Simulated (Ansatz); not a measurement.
GaCl2(OH) (GaCl₂OH), 5 atoms. Hardware: 4 threads of Arm Neoverse V1 on a shared host.

The 6-31G sets use Cartesian d functions. Correlated methods freeze 20 core orbitals; core or outer-core shells of Ga are correlated, in sets that lack core-valence functions.

Question: How many basis functions does each of these Ansatz runs have, and roughly what does it cost? CAM-B3LYP-D4/def2-TZVP, charge 0 singlet, energy, from earlier orbitals; PBE-D4/def2-TZVP, charge 1 doublet at the geometry of the charge 0 singlet, energy, from earlier orbitals; PBE0-D4/def2-TZVPD, charge -1 doublet at the geometry of the charge 0 singlet, energy, from earlier orbitals; r2SCAN-D4/def2-TZVPD, charge 0 singlet, energy, from earlier orbitals; r2SCAN-D4/def2-TZVPD, charge -1 doublet at the geometry of the charge 0 singlet, energy, from earlier orbitals; MP2/def2-TZVP, charge 0 singlet, energy, from earlier orbitals; PBE0-D4/def2-SVP, charge 0 singlet, energy, from earlier orbitals; B3LYP-D4/6-31G, charge 0 singlet, energy; PBE-D4/def2-TZVP, charge 0 singlet, energy, from earlier orbitals; PBE-D4/def2-TZVPD, charge 0 singlet, energy, from earlier orbitals; BHLYP-D4/def2-TZVP, charge 0 singlet, energy, from earlier orbitals; HSE06-D4/def2-TZVP, charge 0 singlet, energy, from earlier orbitals.

Answer: Other jobs shared the machine, so times can vary by a factor of up to 3. A dash marks memory too small to be measured apart from the calling script's.

| run | functions | fitting or Cholesky vectors | wall time | peak host memory (GiB) |
| --- | --- | --- | --- | --- |
| B3LYP-D4/6-31G, charge 0 singlet, energy | 66 | 647 | 0.8 s | – |
| PBE0-D4/def2-SVP, charge 0 singlet, energy, from earlier orbitals | 87 | 816 | 0.85 s | – |
| PBE-D4/def2-TZVP, charge 0 singlet, energy, from earlier orbitals | 159 | 1075 | 1.1 s | – |
| MP2/def2-TZVP, charge 0 singlet, energy, from earlier orbitals | 159 | 1005 | 1.3 s | – |
| BHLYP-D4/def2-TZVP, charge 0 singlet, energy, from earlier orbitals | 159 | 1252 | 1.8 s | – |
| HSE06-D4/def2-TZVP, charge 0 singlet, energy, from earlier orbitals | 159 | 1144 | 1.8 s | – |
| PBE-D4/def2-TZVPD, charge 0 singlet, energy, from earlier orbitals | 195 | 1171 | 1.8 s | – |
| CAM-B3LYP-D4/def2-TZVP, charge 0 singlet, energy, from earlier orbitals | 159 | 1124 | 1.9 s | – |
| PBE-D4/def2-TZVP, charge 1 doublet at the geometry of the charge 0 singlet, energy, from earlier orbitals | 159 | 1075 | 3.6 s | – |
| r2SCAN-D4/def2-TZVPD, charge 0 singlet, energy, from earlier orbitals | 195 | 1171 | 3.7 s | – |
| PBE0-D4/def2-TZVPD, charge -1 doublet at the geometry of the charge 0 singlet, energy, from earlier orbitals | 195 | 1275 | 6 s | 0.77 |
| r2SCAN-D4/def2-TZVPD, charge -1 doublet at the geometry of the charge 0 singlet, energy, from earlier orbitals | 195 | 1171 | 9 s | – |
